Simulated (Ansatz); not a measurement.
Cost and result for the atomization energy of `CC(C)[O][Al]([F])[Cl]` (14 atoms, 13 bonds).

Z-matrix (Å, degrees):
```
C
C 1 1.516
H 1 1.095 2 110.4
H 1 1.093 2 110.9 3 119.6
H 1 1.092 2 110.5 3 -120.4
C 2 1.516 1 112.2 3 -58.9
O 2 1.414 1 110.5 3 64.8
H 2 1.097 1 108.8 3 -179.2
H 6 1.095 2 110.4 1 58.8
H 6 1.093 2 110.9 1 -60.9
H 6 1.092 2 110.5 1 179.1
Al 7 1.665 2 136.1 1 -61.9
F 12 1.642 7 122.1 2 0.0
Cl 12 2.071 7 119.6 2 -180.0
```

The species carries charge 0 and has multiplicity 1. The structure was optimised at the PBE0-D4/def2-TZVP level. It is one conformer, not always the lowest. Program: Ansatz. All runs use 2 threads of an AMD EPYC 7R13 on a shared host and a share of an NVIDIA H100 80 GB. Times are those of one run each, without the atoms' runs, and a repeat can differ threefold. Electronic energies, without spin–orbit coupling; frozen cores. CCSD(T)/CBS adds CCSD(T) − MP2 in def2-TZVPP to the MP2 limit, and its time is that of the two runs behind it. T1 = 0.011. B3LYP takes the VWN-RPA correlation (the form of Gaussian; ORCA's B3LYP/G).

CCSD(T)/CBS is a level of theory with its own doubt, some kJ/mol a heavy atom from the limit and from the frozen cores, so smaller differences don't rank the functionals.

| level | functions | wall time | atomization (kcal/mol) | difference from CCSD(T)/CBS | per bond |
| --- | --- | --- | --- | --- | --- |
| PBE0-D4/def2-TZVPP | 337 | 2 s | 1343.2 | -4.0 | -0.3 |
| PBE-D4/def2-TZVPP (with forces) | 337 | 2.4 s | 1364.4 | 17.2 | 1.3 |
| B3LYP-D4/def2-TZVPP (with forces) | 337 | 2.5 s | 1338.2 | -9.0 | -0.7 |
| r2SCAN-D4/def2-TZVPP (with forces) | 337 | 2.6 s | 1349.7 | 2.5 | 0.2 |
| ωB97X-V/def2-TZVPP | 337 | 2.8 s | 1345.5 | -1.7 | -0.1 |
| B2PLYP/def2-TZVPP | 337 | 3.6 s | 1329.5 | -17.7 | -1.4 |
| MP2/def2-QZVPP | 635 | 4.6 s | 1364.2 | 17.0 | 1.3 |
| ωB97M-V/def2-TZVPP (with forces) | 337 | 6 s | 1347.0 | -0.2 | 0.0 |
| CCSD(T)/def2-TZVPP | 337 | 8.1 s | 1313.7 | -33.5 | -2.6 |
| CCSD(T)/CBS(def2) | – | 13 s | 1347.2 | 0.0 | 0.0 |

From PBE to PBE0 (25 % exact exchange), in def2-TZVPP and without D4, the atomization energy moves by −20.0 kcal/mol: exact exchange takes away binding that semilocal exchange gives to molecules. The D4 term adds +12.1 kcal/mol with B3LYP and +6.5 kcal/mol with PBE0; it sums over pairs of atoms, weighted by their polarisabilities, and B3LYP, whose exchange is more repulsive, gets the larger term. In def2-TZVPP, CCSD(T) changes the Hartree–Fock value by +305.3 kcal/mol (the triples alone add +18.4 kcal/mol) and MP2 by +335.8 kcal/mol; breaking electron pairs costs correlation energy, which Hartree–Fock lacks.
